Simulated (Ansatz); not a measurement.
Geometry optimisation, RKS PBE/def2-SVP (Ansatz 0.2.0).

input.yaml

```yaml
crystal:
  periodic: [false, false, false]
  atoms:
    - { symbol: Ge, position_ang: [-0.038896, 0.049664, -0.096325] }
    - { symbol: H, position_ang: [-0.106146, 0.141004, 1.455913] }
    - { symbol: Ge, position_ang: [2.296512, 0.099254, -0.825793] }
    - { symbol: H, position_ang: [2.830309, -1.330864, -1.08136] }
    - { symbol: H, position_ang: [2.390549, 0.913125, -2.145335] }
    - { symbol: H, position_ang: [3.183876, 0.791249, 0.242638] }
    - { symbol: H, position_ang: [-0.754954, 1.343844, -0.587885] }
    - { symbol: Ge, position_ang: [-1.277737, -1.919707, -0.862695] }
    - { symbol: H, position_ang: [-2.011121, -2.600539, 0.321136] }
    - { symbol: H, position_ang: [-2.334495, -1.483141, -1.914116] }
    - { symbol: H, position_ang: [-0.314336, -2.939532, -1.519952] }
    - { symbol: Cl, position_ang: [1.309159, -2.563326, 1.667878] }
    - { symbol: H, position_ang: [0.682579, -1.439031, 2.039097] }
basis:
  gaussian: { orbitals: def2-SVP }
hamiltonian:
  xc: pbe
relax:
  f_tol: 0.03
  max_steps: 50
```

Run as:

```bash
$ ansatz run input.yaml --threads 4 --pin off --max-ram 5120MiB --backend cpu --events-out ev --progress --plain --runs-dir out
```

Where does it end, and by what steps?

The run converged. The force dipped under the threshold on the way, but the program's further checks kept it going. After 18 steps the energy has fallen by 0.054 eV; H9 moved furthest, 0.65 Å.

```
step  energy less start (eV)  largest force component (eV/Å)  accepted
   0                  0.0000                           0.745       yes
   1                 -0.0325                           0.692       yes
   2                 -0.0153                           0.463        no
   3                 -0.0395                           0.607       yes
   4                 -0.0481                           0.288       yes
   5                 -0.0500                           0.101       yes
   6                 -0.0513                           0.007       yes
   7                 -0.0516                           0.026       yes
   8                 -0.0519                           0.040       yes
   9                 -0.0521                           0.045       yes
  10                 -0.0525                           0.045       yes
  11                 -0.0527                           0.048       yes
  12                 -0.0530                           0.037       yes
  13                 -0.0533                           0.037       yes
  14                 -0.0535                           0.039       yes
  15                 -0.0538                           0.047       yes
  16                 -0.0539                           0.043       yes
  17                 -0.0541                           0.029       yes
  18                 -0.0543                           0.027       yes
```

```xyz
13
Properties=species:S:1:pos:R:3
Ge -0.063 0.057 -0.052
H -0.017 -0.042 1.512
Ge 2.228 0.161 -0.900
H 2.813 -1.267 -1.040
H 2.235 0.848 -2.292
H 3.123 0.985 0.065
H -0.818 1.384 -0.356
Ge -1.312 -1.861 -0.912
H -2.470 -2.231 0.056
H -1.919 -1.501 -2.297
H -0.376 -3.085 -1.076
Cl 1.537 -2.756 1.913
H 0.895 -1.632 2.073
```

Whether the end is a true minimum wasn't checked by a vibrational analysis.

The run took 40 s on 4 threads of Arm Neoverse V2 (shared host), peak memory 0.27 GiB.
